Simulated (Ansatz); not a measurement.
Cartesian coordinates (Å):
SMILES: C=BN
```xyz
7

C     -1.3654    -0.0522    -0.2810
B      0.0176     0.0006    -0.1993
N      1.3786     0.0525    -0.1192
H     -1.8956    -0.9702    -0.5066
H     -1.9868     0.8218    -0.1239
H      1.8842    -0.1045     0.7370
H      1.9673     0.2520    -0.9111
```
Charge 0, spin multiplicity 1.

The numbers are results of Ansatz (a first-principles code) with frozen-core CCSD(T)/cc-pVTZ // PBE0-D3(BJ)/def2-TZVP, not measurements.

```json
{
  "HF energy": "-119.36438 Ha",
  "MP2 correlation energy": "-0.47066 Ha"
}
```

### Question
Estimate the CCSD correlation energy, the (T) correction, the total energy and the T1 diagnostic.

### Answer

```json
{
  "CCSD correlation energy": "-0.49562 Ha",
  "(T) correction": "-0.02088 Ha",
  "CCSD(T) total energy": "-119.88088 Ha",
  "T1 diagnostic": "0.013"
}
```
